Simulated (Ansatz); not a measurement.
Calculated with Ansatz (gas phase, PBE0-D4/def2-TZVP geometries, no zero-point term in ΔE). CBS: MP2 limit from def2 TZ/QZ plus the TZ coupled-cluster correction, frozen cores. Functionals use def2-TZVPP. B3LYP here is the variant with VWN-RPA as its local correlation; programs differ in this. One conformer a species, not always the lowest.

Consider the redistribution: `C[SiH](O)[SiH](O)O` + `O[SiH](F)[SiH2][SiH3]` → `C[Si@H](O)[Si@H](O)F` + `O[SiH](O)[SiH2][SiH3]`.

`C[SiH](O)[SiH](O)O`:

Z-matrix (Å, degrees):
```
C
Si 1 1.868
H 1 1.094 2 110.0
H 1 1.093 2 111.4 3 -119.3
H 1 1.092 2 111.2 3 119.7
O 2 1.668 1 111.8 3 -178.5
Si 2 2.348 1 113.8 3 -67.0
H 2 1.493 1 108.2 3 60.5
H 6 0.958 2 118.3 1 -69.9
O 7 1.648 2 106.8 1 140.0
O 7 1.648 2 106.0 1 -98.5
H 7 1.488 2 117.0 1 17.4
H 10 0.959 7 117.6 2 -178.3
H 11 0.962 7 114.3 2 -29.2
```

`O[SiH](F)[SiH2][SiH3]`:

```xyz
12

O    -0.892   -1.475    2.505
Si    0.192   -0.949    1.399
F     1.157    0.152    2.053
Si   -0.805    0.068   -0.465
Si    0.801    1.113   -1.807
H    -1.608   -0.891    2.759
H     1.026   -2.129    1.077
H    -1.537   -0.970   -1.245
H    -1.801    1.073    0.010
H     0.177    1.685   -3.029
H     1.830    0.119   -2.215
H     1.460    2.203   -1.041
```

`C[Si@H](O)[Si@H](O)F`:

```xyz
13

C    -1.354   -1.369   -0.939
Si    0.302   -0.626   -0.537
O     1.044   -1.571    0.599
Si    0.182    1.530    0.399
O     1.388    1.484    1.520
F    -1.225    1.782    1.131
H    -2.007   -1.366   -0.064
H    -1.844   -0.806   -1.737
H    -1.231   -2.401   -1.277
H     1.125   -0.545   -1.782
H     1.630   -1.111    1.204
H     0.356    2.711   -0.493
H     1.636    2.289    1.977
```

`O[SiH](O)[SiH2][SiH3]`:

```xyz
13

O    -2.884    0.514    0.020
Si   -1.273    0.834   -0.095
O    -0.648    1.482    1.286
Si    0.034   -1.079   -0.447
Si    2.299   -0.581   -0.155
H    -3.153   -0.186    0.617
H    -1.202    1.811   -1.212
H    -0.980    2.337    1.568
H    -0.375   -2.142    0.518
H    -0.206   -1.600   -1.823
H     2.555   -0.206    1.260
H     2.676    0.562   -1.030
H     3.157   -1.745   -0.507
```

```json
{"level": "PBE-D4", "ΔE (kJ/mol)": "-3.4", "difference from CCSD(T)/CBS": "-0.4"}
{"level": "ωB97X-V", "ΔE (kJ/mol)": "-3.6", "difference from CCSD(T)/CBS": "-0.6"}
{"level": "B2PLYP", "ΔE (kJ/mol)": "-3.4", "difference from CCSD(T)/CBS": "-0.4"}
{"level": "r2SCAN", "ΔE (kJ/mol)": "-3.5", "difference from CCSD(T)/CBS": "-0.5"}
{"level": "B3LYP", "ΔE (kJ/mol)": "-3.4", "difference from CCSD(T)/CBS": "-0.4"}
{"level": "MP2/def2-TZVPP", "ΔE (kJ/mol)": "-3.5", "difference from CCSD(T)/CBS": "-0.5"}
{"level": "CCSD/def2-TZVPP", "ΔE (kJ/mol)": "-3.4", "difference from CCSD(T)/CBS": "-0.4"}
{"level": "CCSD(T)/def2-TZVPP", "ΔE (kJ/mol)": "-3.2", "difference from CCSD(T)/CBS": "-0.2"}
{"level": "SCS-MP2/def2-QZVPP", "ΔE (kJ/mol)": "-3.4", "difference from CCSD(T)/CBS": "-0.4"}
{"level": "MP2/CBS(def2)", "ΔE (kJ/mol)": "-3.4", "difference from CCSD(T)/CBS": "-0.4"}
{"level": "CCSD(T)/CBS", "ΔE (kJ/mol)": "-3.0", "difference from CCSD(T)/CBS": "0"}
```

Largest T1 diagnostic among the species: 0.013.
